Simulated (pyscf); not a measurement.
H₂P–In [singlet] -> HP=InH, a hydrogen shift (singlet surface; H–P broken, H–In formed). Single points on ωB97X-D3(BJ)/def2-SVP structures (PySCF, gas phase). Correlated levels are frozen-core, on RHF or UHF. ΔMP2 is the change of the MP2 total energy from the triple- to the quadruple-zeta basis. Energies in kcal/mol from the reactant's lowest minimum found.

GFN2-xTB: tblite. 

Question: Quick GFN2-xTB single points give ΔE‡ = 53.7 kcal/mol and ΔE = +38.9 kcal/mol. What does CCSD(T)/def2-TZVPP + ΔMP2(QZVPP) give, and how far is the quick result from it?

Answer: CCSD(T)/def2-TZVPP + ΔMP2(QZVPP) gives ΔE‡ = 57.4 kcal/mol and ΔE = +26.6 kcal/mol. GFN2-xTB lies 3.7 kcal/mol under it in the barrier and 12.2 kcal/mol over it in the reaction energy, so on this step it does not hold to within 3.0 kcal/mol. CCSD(T)/def2-TZVPP + ΔMP2(QZVPP) has limits of its own. This is the saddle that the search found; another between the same sides may lie lower. A restricted solution here is unstable towards spin polarisation, so biradical character is likely and single-reference numbers are less safe. The CCSD(T) − MP2 part came from Ansatz, without density fitting, on the same reference. The largest closed-shell T1 diagnostic is 0.036, which may signal static correlation. The frozen core leaves the outer d or s,p core shells of the metals and heavy elements correlated in the MP2 and CC values, and def2-TZVPP describes them poorly, which can shift differences by a few kcal/mol. Elements past Kr carry the def2 core potentials, without spin-orbit coupling.
